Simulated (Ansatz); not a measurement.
Consider the hydrogenolysis of a C–F bond: `F/C=[C](\F)[AlH2]` + H₂ → `F/C=[CH]/[AlH2]` + H–F.

Calculated with Ansatz (gas phase, PBE0-D4/def2-TZVP geometries, no zero-point term in ΔE). CCSD(T)/CBS is the MP2 limit (def2-TZVPP, def2-QZVPP) plus CCSD(T) − MP2 in def2-TZVPP, frozen cores. This one scheme is used for every species. Double bonds are as drawn, so ΔE can hold a change between cis and trans. DFT in def2-TZVPP. B3LYP here is the variant with VWN-RPA as its local correlation; programs differ in this.

| level | ΔE (eV) |
| --- | --- |
| LDA (SPW92) | -1.11 |
| B3LYP-D4 | -1.17 |
| r2SCAN0-D4 | -1.25 |
| B2PLYP | -1.26 |
| r2SCANh | -1.20 |
| SCS-MP2/def2-TZVPP | -1.34 |
| MP2/def2-QZVPP | -1.41 |
| MP2/CBS(def2) | -1.42 |

Q: What does CCSD(T)/CBS give? (An estimate is asked.)

A: Computed: -1.33 eV. The listed levels differ from it by 0.22, 0.16, 0.08, 0.07, 0.13, -0.01, -0.08, -0.09 eV.

Largest T1 diagnostic among the species: 0.013.

Leaving LDA and LC-ωPBE aside and taking each functional with its dispersion term where it has one, the values, not all of them listed here, spread over 0.27 eV, from PBE-QIDH to BLYP-D4. From PBE to PBE0 (25 % exact exchange), in def2-TZVPP and without D4, ΔE moves by −0.11 eV. At CCSD(T), def2-SVP lies +0.13 eV from the extrapolated value and def2-TZVPP +0.02 eV.
